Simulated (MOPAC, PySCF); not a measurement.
C₂H₅N, SMILES `N(=C)C`, neutral singlet in the gas phase. 

Cartesian coordinates (Å):
```xyz
8

C      1.2450    -0.1070    -0.4028
N      0.0634    -0.0308    -0.8243
C     -0.9929     0.0822     0.1460
H      1.5063    -0.0911     0.6656
H      2.0633    -0.1932    -1.1174
H     -1.5568     0.9989    -0.0463
H     -1.6902    -0.7491     0.0122
H     -0.6381     0.0900     1.1871
```
Charge 0, spin multiplicity 1.

All levels are single points at this geometry (PBE0-D3(BJ)/def2-TZVP); Pople sets use spherical d functions. Orbital energies aren't observables, and empty levels follow the basis.

HF/6-31G* in PySCF gives HOMO (eV) = -11.00.

### Question
Estimate the HOMO (eV) from each of these levels: PBE0-D3(BJ)/def2-TZVP in PySCF; ωB97X-D3(BJ)/def2-TZVP in PySCF; B3LYP/3-21G in PySCF; B3LYP/6-311+G** in PySCF; BP86/6-31G* in PySCF; M06-2X/6-31G* in PySCF; PBE/6-31G* in PySCF; HF/3-21G in PySCF; HF/STO-3G in PySCF; AM1 in MOPAC; PM3 in MOPAC; PM7 in MOPAC.

### Answer

```json
[
 {"level": "PBE0-D3(BJ)/def2-TZVP in PySCF", "HOMO (eV)": "-7.35"},
 {"level": "ωB97X-D3(BJ)/def2-TZVP in PySCF", "HOMO (eV)": "-9.89"},
 {"level": "B3LYP/3-21G in PySCF", "HOMO (eV)": "-6.43"},
 {"level": "B3LYP/6-311+G** in PySCF", "HOMO (eV)": "-7.16"},
 {"level": "BP86/6-31G* in PySCF", "HOMO (eV)": "-5.64"},
 {"level": "M06-2X/6-31G* in PySCF", "HOMO (eV)": "-8.56"},
 {"level": "PBE/6-31G* in PySCF", "HOMO (eV)": "-5.51"},
 {"level": "HF/3-21G in PySCF", "HOMO (eV)": "-10.72"},
 {"level": "HF/STO-3G in PySCF", "HOMO (eV)": "-9.15"},
 {"level": "AM1 in MOPAC", "HOMO (eV)": "-10.43"},
 {"level": "PM3 in MOPAC", "HOMO (eV)": "-10.07"},
 {"level": "PM7 in MOPAC", "HOMO (eV)": "-10.12"}
]
```
